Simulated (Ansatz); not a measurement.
System: sum formula SnH2Cl2, charge 0, multiplicity 1. SMILES: [Cl][SnH2][Cl]
Geometry: optimised at B3LYP-D3(BJ)/def2-TZVP (Ansatz, a quantum-chemistry and plane-wave program).

Quantity: atomisation energy (electronic, to ground-state atoms), in kcal/mol. Cores are frozen in the correlated levels unless marked. UHF or UKS for open shells. No spin-orbit coupling. The frozen core is the preceding noble-gas configuration, with the filled d and f shells of earlier blocks. In def2 rows, elements after Kr have scalar-relativistic effective core potentials. The coupled-cluster limit lacks core correlation, which all-electron functionals hold. Basis-set limits of correlation are two-point, X^-3; Hartree-Fock from the larger set.

| level | program | atomisation energy (kcal/mol) |
|---|---|---|
| HF/def2-SVPD | Ansatz | 204.4 |
| HF/def2-TZVPPD | Ansatz | 209.1 |
| SVWN5/def2-TZVPD | Ansatz | 330.5 |
| revPBE-D4/def2-TZVPD | Ansatz + dftd4 | 281.2 |

**Question.** What does CCSD(T)/CBS(def2-TZVPPD,def2-QZVPPD) (Ansatz) give?

**Answer.** 294.1 kcal/mol
